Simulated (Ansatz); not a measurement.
Cost and result for the atomization energy of `OP([SiH3])S` (9 atoms, 8 bonds).

Z-matrix (Å, degrees):
```
Si
P 1 2.276
H 1 1.486 2 107.8
H 1 1.484 2 109.1 3 -119.5
H 1 1.491 2 110.8 3 119.1
S 2 2.112 1 92.2 3 -167.1
O 2 1.647 1 102.2 3 -60.6
H 6 1.345 2 96.5 1 -160.3
H 7 0.964 2 114.7 1 -50.4
```

The species carries charge 0 and has multiplicity 1. The structure was optimised at the PBE0-D4/def2-TZVP level. It is one conformer, not always the lowest. Program: Ansatz. All runs use 2 threads of an AMD EPYC 9R14 on a shared host. Times are those of one run each, without the atoms' runs, and a repeat can differ threefold. Electronic energies, without spin–orbit coupling; frozen cores. CCSD(T)/CBS adds CCSD(T) − MP2 in def2-TZVPP to the MP2 limit, and its time is that of the two runs behind it. T1 = 0.014. B3LYP takes the VWN-RPA correlation (the form of Gaussian; ORCA's B3LYP/G).

CCSD(T)/CBS is a level of theory with its own doubt, some kJ/mol a heavy atom from the limit and from the frozen cores, so smaller differences don't rank the functionals.

```
                            level  functions  wall time
           LDA (SPW92)/def2-TZVPP        227      1.4 s
               BLYP-D4/def2-TZVPP        227      2.2 s
  PBE-D4/def2-TZVPP (with forces)        227      2.7 s
                 CCSD(T)/def2-SVP         93      2.8 s
               PBE0-D4/def2-TZVPP        227      3.5 s
              BHLYP-D4/def2-TZVPP        227      3.5 s
B3LYP-D4/def2-TZVPP (with forces)        227      4.4 s
                B2PLYP/def2-TZVPP        227        6 s
              PBE-QIDH/def2-TZVPP        227        6 s
                B97M-V/def2-TZVPP        227      9.5 s
                   MP2/def2-QZVPP        417       19 s
               CCSD(T)/def2-TZVPP        227       79 s
                CCSD(T)/CBS(def2)          –       98 s
```

Task: What atomization energy does each give, and how far from CCSD(T)/CBS? (Best estimate.)

Result: Computed: 
```json
{"level": "LDA (SPW92)/def2-TZVPP", "atomization (kJ/mol)": "3122.2", "difference from CCSD(T)/CBS": "417.0", "per bond": "52.1"}
{"level": "BLYP-D4/def2-TZVPP", "atomization (kJ/mol)": "2705.1", "difference from CCSD(T)/CBS": "-0.1", "per bond": "0.0"}
{"level": "PBE-D4/def2-TZVPP (with forces)", "atomization (kJ/mol)": "2737.6", "difference from CCSD(T)/CBS": "32.4", "per bond": "4.0"}
{"level": "CCSD(T)/def2-SVP", "atomization (kJ/mol)": "2407.5", "difference from CCSD(T)/CBS": "-297.7", "per bond": "-37.2"}
{"level": "PBE0-D4/def2-TZVPP", "atomization (kJ/mol)": "2680.0", "difference from CCSD(T)/CBS": "-25.2", "per bond": "-3.1"}
{"level": "BHLYP-D4/def2-TZVPP", "atomization (kJ/mol)": "2616.8", "difference from CCSD(T)/CBS": "-88.4", "per bond": "-11.0"}
{"level": "B3LYP-D4/def2-TZVPP (with forces)", "atomization (kJ/mol)": "2703.1", "difference from CCSD(T)/CBS": "-2.1", "per bond": "-0.3"}
{"level": "B2PLYP/def2-TZVPP", "atomization (kJ/mol)": "2650.8", "difference from CCSD(T)/CBS": "-54.4", "per bond": "-6.8"}
{"level": "PBE-QIDH/def2-TZVPP", "atomization (kJ/mol)": "2647.0", "difference from CCSD(T)/CBS": "-58.2", "per bond": "-7.3"}
{"level": "B97M-V/def2-TZVPP", "atomization (kJ/mol)": "2734.4", "difference from CCSD(T)/CBS": "29.2", "per bond": "3.6"}
{"level": "MP2/def2-QZVPP", "atomization (kJ/mol)": "2678.8", "difference from CCSD(T)/CBS": "-26.4", "per bond": "-3.3"}
{"level": "CCSD(T)/def2-TZVPP", "atomization (kJ/mol)": "2600.8", "difference from CCSD(T)/CBS": "-104.4", "per bond": "-13.1"}
{"level": "CCSD(T)/CBS(def2)", "atomization (kJ/mol)": "2705.2", "difference from CCSD(T)/CBS": "0.0", "per bond": "0.0"}
```

From r2SCAN to r2SCAN0 (25 % exact exchange), in def2-TZVPP and without D4, the atomization energy moves by −54.5 kJ/mol: exact exchange takes away binding that semilocal exchange gives to molecules. At CCSD(T), def2-SVP lies −297.8 kJ/mol from the extrapolated value and def2-TZVPP −104.4 kJ/mol: correlation converges slowly with the basis, and small sets miss more of it in the bonded molecule than in its fragments. In def2-TZVPP, CCSD(T) changes the Hartree–Fock value by +774.6 kJ/mol (the triples alone add +48.2 kJ/mol) and MP2 by +790.6 kJ/mol; breaking electron pairs costs correlation energy, which Hartree–Fock lacks.
